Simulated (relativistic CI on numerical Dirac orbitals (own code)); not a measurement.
Level scheme of Ho V

These numbers are calculated, not measured: Dirac-Coulomb-Breit CI, separate exchange-only KLI orbitals for each configuration, model QED (radiative potential, 1s self-energy scaled to tabulated hydrogen-like ionisation energies), valence Slater integrals scaled by 0.75 (own radial code, finite nucleus).

CI space (outside the closed core [Xe]): 4f⁹.

The lowest level is 4f⁹ ⁶H°15/2, with 90 % of that term; Hund's rules for 4f⁹ give ⁶H° with J = 15/2, in agreement.

```csv
No.,Configuration,Term,J,E (cm⁻¹),%,Next component (%),Landé g
1,4f⁹,⁶H°,15/2,0.0,90,9 ⁴I°,1.319
2,4f⁹,⁶H°,13/2,4301.5,94,5 ⁴I°,1.272
3,4f⁹,⁶H°,11/2,6899.1,85,6 ⁴G°,1.213
4,4f⁹,⁶H°,9/2,8989.6,82,9 ⁴G°,1.095
5,4f⁹,⁶F°,11/2,9008.9,88,7 ⁶H°,1.427
6,4f⁹,⁶F°,9/2,10010.3,75,15 ⁴F°,1.385
7,4f⁹,⁶H°,7/2,10713.8,88,10 ⁴G°,0.843
8,4f⁹,⁶H°,5/2,11948.5,88,11 ⁴G°,0.322
9,4f⁹,⁶F°,7/2,12542.3,86,10 ⁴F°,1.371
10,4f⁹,⁶F°,5/2,14268.2,88,6 ⁴D°,1.301
11,4f⁹,⁶F°,3/2,14956.2,83,13 ⁴D°,1.076
12,4f⁹,⁶F°,1/2,15690.6,85,14 ⁴D°,-0.559
13,4f⁹,⁴I°,15/2,19404.9,41,20 ²K°,1.114
14,4f⁹,⁴F°,9/2,20354.2,53,18 ⁶F°,1.290
15,4f⁹,⁴M°,21/2,22237.1,90,9 ²N°,1.132
16,4f⁹,⁴G°,11/2,22476.2,84,6 ⁶H°,1.254
17,4f⁹,⁴K°,17/2,23086.1,44,24 ⁴L°,1.095
18,4f⁹,⁴M°,19/2,23676.6,55,38 ⁴L°,1.098
19,4f⁹,⁴I°,13/2,24173.1,61,21 ⁴K°,1.063
20,4f⁹,⁴F°,7/2,25450.7,50,20 ⁴G°,1.198
21,4f⁹,²P°,3/2,26509.7,28,26 ⁴P°,1.378
22,4f⁹,⁴M°,15/2,26536.4,49,24 ⁴I°,0.954
23,4f⁹,⁴I°,11/2,26753.4,72,14 ⁴K°,0.956
24,4f⁹,⁴M°,17/2,28306.0,60,39 ⁴K°,1.048
25,4f⁹,⁴P°,5/2,28578.1,26,23 ⁴F°,1.252
26,4f⁹,⁴I°,9/2,28638.4,83,14 ²H°,0.767
27,4f⁹,⁴K°,15/2,29427.0,56,16 ⁴L°,1.055
28,4f⁹,⁴L°,19/2,29434.6,51,42 ⁴M°,1.111
29,4f⁹,⁴G°,9/2,29737.8,41,23 ⁴H°,1.134
30,4f⁹,⁴D°,5/2,30543.3,29,28 ⁶P°,1.429
31,4f⁹,²F°,7/2,30620.9,32,25 ⁴F°,1.249
32,4f⁹,⁴G°,7/2,31271.1,31,27 ⁶P°,1.256
33,4f⁹,⁴G°,5/2,31681.0,35,17 ⁴D°,1.024
34,4f⁹,⁴D°,1/2,31980.3,42,33 ⁴P°,0.905
35,4f⁹,⁴H°,13/2,32003.1,39,24 ⁴I°,1.105
36,4f⁹,⁴H°,13/2,32437.0,43,24 ⁴K°,1.052
37,4f⁹,⁴L°,17/2,32672.7,66,17 ²L°,1.069
38,4f⁹,⁶P°,3/2,32678.9,28,23 ²D°,1.360
39,4f⁹,⁴H°,11/2,33204.6,69,10 ⁴I°,1.119
40,4f⁹,⁴G°,9/2,34172.8,54,24 ⁴H°,1.096
41,4f⁹,⁴G°,11/2,34468.4,63,14 ²H°,1.193
42,4f⁹,⁴F°,3/2,34552.4,57,24 ⁶P°,1.039
43,4f⁹,⁶P°,7/2,34702.8,32,23 ⁴H°,1.182
44,4f⁹,⁴F°,5/2,34771.7,50,20 ⁴G°,0.997
45,4f⁹,⁴L°,13/2,35261.7,39,28 ²K°,0.900
```

Energies count from the lowest computed level; ° marks odd parity.

The mean weight of the leading LS term, summed over parents, in these 45 levels is 60 %, and that of the leading jj configuration (from the same eigenvectors) 51 %.

One configuration and one scale for all Slater integrals: terms of lower spin can come out thousands of cm⁻¹ low, and their order can be wrong.

Landé's interval rule says that E(J) − E(J−1) = AJ with one A. For the ground term the intervals give A = -352.8, -383.1, -380.1, -399.6, -573.5 cm⁻¹ for J = 7/2, 9/2, 11/2, 13/2, 15/2; the multiplet is inverted.

LS names give the leading component of a level, which can be under half, so a name can repeat, a term be missing and a line seem to break the LS rules.
